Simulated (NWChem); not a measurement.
Basis-set dependence for diphosphane (H$_{4}$P$_{2}$)

```
P
H 1 1.4315
H 1 1.4315 2 92.18
P 1 2.2710 2 93.52 3 93.66
H 4 1.4315 1 93.52 2 87.60
H 4 1.4315 5 92.18 1 -93.66
```
Charge 0, spin multiplicity 1.

Everything below was run with NWChem. Structure: optimised with B3LYP/def2-SVP, a minimum by its harmonic frequencies. It is one conformer; others weren't searched.

Hartree-Fock energies in Ha, correlation energies in mHa.

The correlated methods keep 10 core orbitals frozen. Coupled-cluster values serve here as a point of comparison, not as the truth.

```csv
basis,functions,RHF,MP2,SCS-MP2,CCSD,CCSD+T(CCSD),CCSD(T),CR-CCSD[T],CR-CCSD(T)
STO-3G,22,-676.13209,-78.7,-91.8,-114.6,-115.0,-115.0,-115.0,-115.0
def2-SVP,56,-683.57659,-247.4,-256.3,-292.7,-301.6,-301.3,-299.8,-299.6
def2-TZVP,98,-683.81498,-302.9,-312.7,-350.0,-365.0,-364.7,-361.7,-361.4
```

From def2-SVP to def2-TZVP the Hartree-Fock energy moves by -238.4 mHa and the MP2 correlation energy by -55.5 mHa, which is 18 % of its value in the larger set.
